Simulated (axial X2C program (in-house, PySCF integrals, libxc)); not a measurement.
**Ionising BeS**

Calculated with an axial X2C code built on PySCF integrals, spin-free (one-electron X2C) or two-component (2c: spin–orbit coupling with atomic mean-field Coulomb and Gaunt terms, which also bring small scalar terms), in Dyall basis sets with cores contracted in-house; open shells are unrestricted.

Basis sets: Be dyall-cv3z, S dyall-av3z. Frozen shells (counts by l): BeS S 2s1p, Be 1s, 8 electrons correlated; BeS⁺ S 2s1p, Be 1s, 7 electrons correlated. Where the outer core of a metal is frozen, bonds come out longer and ionisation energies lower.

```csv
Hamiltonian,level,BeS state,Re (Å),ωe (cm⁻¹),De (eV)
spin-free,HF,"M_S = 0, Λ = 0",1.727,1062.6,1.62
spin-free,PBE0,"M_S = 0, Λ = 0",1.737,1022.7,3.48
spin-free,MP2,"M_S = 0, Λ = 0",1.757,994.5,3.52
spin-free,CCSD,"M_S = 0, Λ = 0",1.747,1010.4,2.84
spin-free,CCSD(T),"M_S = 0, Λ = 0",1.759,979.6,3.10
2c,HF,Ω = 0,1.727,1062.2,1.62
2c,PBE0,Ω = 0,1.737,1022.2,3.47
2c,MP2,Ω = 0,1.757,994.1,3.50
```

Adiabatic ionisation energy (minimum to minimum, no zero-point term) and constants of BeS⁺:

```json
{"Hamiltonian": "spin-free", "level": "HF", "BeS⁺ state": "M_S = 1/2, Λ = 1", "IE (eV)": "7.79", "Re (Å)": "1.836", "ωe (cm⁻¹)": "889.5", "De (eV)": "1.88", "fragments": "S + Be+"}
{"Hamiltonian": "spin-free", "level": "PBE0", "BeS⁺ state": "M_S = 1/2, Λ = 1", "IE (eV)": "9.14", "Re (Å)": "1.835", "ωe (cm⁻¹)": "877.8", "De (eV)": "3.31", "fragments": "S + Be+"}
{"Hamiltonian": "spin-free", "level": "MP2", "BeS⁺ state": "M_S = 1/2, Λ = 1", "IE (eV)": "9.17", "Re (Å)": "1.845", "ωe (cm⁻¹)": "876.7", "De (eV)": "3.19", "fragments": "S + Be+"}
{"Hamiltonian": "spin-free", "level": "CCSD", "BeS⁺ state": "M_S = 1/2, Λ = 1", "IE (eV)": "8.95", "Re (Å)": "1.845", "ωe (cm⁻¹)": "870.3", "De (eV)": "3.17", "fragments": "S + Be+"}
{"Hamiltonian": "spin-free", "level": "CCSD(T)", "BeS⁺ state": "M_S = 1/2, Λ = 1", "IE (eV)": "9.10", "Re (Å)": "1.850", "ωe (cm⁻¹)": "861.1", "De (eV)": "3.28", "fragments": "S + Be+"}
{"Hamiltonian": "2c", "level": "HF", "BeS⁺ state": "Ω = 3/2", "IE (eV)": "7.77", "Re (Å)": "1.837", "ωe (cm⁻¹)": "888.8", "De (eV)": "1.89", "fragments": "S + Be+"}
{"Hamiltonian": "2c", "level": "PBE0", "BeS⁺ state": "Ω = 3/2", "IE (eV)": "9.12", "Re (Å)": "1.835", "ωe (cm⁻¹)": "877.3", "De (eV)": "3.33", "fragments": "S + Be+"}
{"Hamiltonian": "2c", "level": "MP2", "BeS⁺ state": "Ω = 3/2", "IE (eV)": "9.15", "Re (Å)": "1.846", "ωe (cm⁻¹)": "876.4", "De (eV)": "3.18", "fragments": "S + Be+"}
```

**Question.** Add the zero-point terms to the ionisation energy at MP2, 2c, and say whether the electron removed was bonding.

**Answer.** IE0 = IE + (ωe⁺ − ωe)/2 = 9.15 + (-0.007) = 9.14 eV. Re changes by 0.089 Å, so the bond lengthens, as on loss of a bonding electron.

**Question.** Close the cycle De(BeS⁺) + IE(BeS) = De(BeS) + IE(Be) to find the atomic ionisation energy at MP2, 2c.

**Answer.** IE(Be) = 3.18 + 9.15 − 3.50 = 8.83 eV, for the determinants used.

Each entry is the lowest single determinant of a limited PBE0 search at one distance. De goes to single-determinant-based atoms at the same level (for ions the charge split of lowest energy) and is withheld (n/a) where an atom does not fit its ground term or J level. Main or longest-lived isotopes. Some light 2c atoms are not at their ground J level, so De misses part of their lowering (0.04 eV or less). The functionals have no current term, which raises determinants with orbital currents.
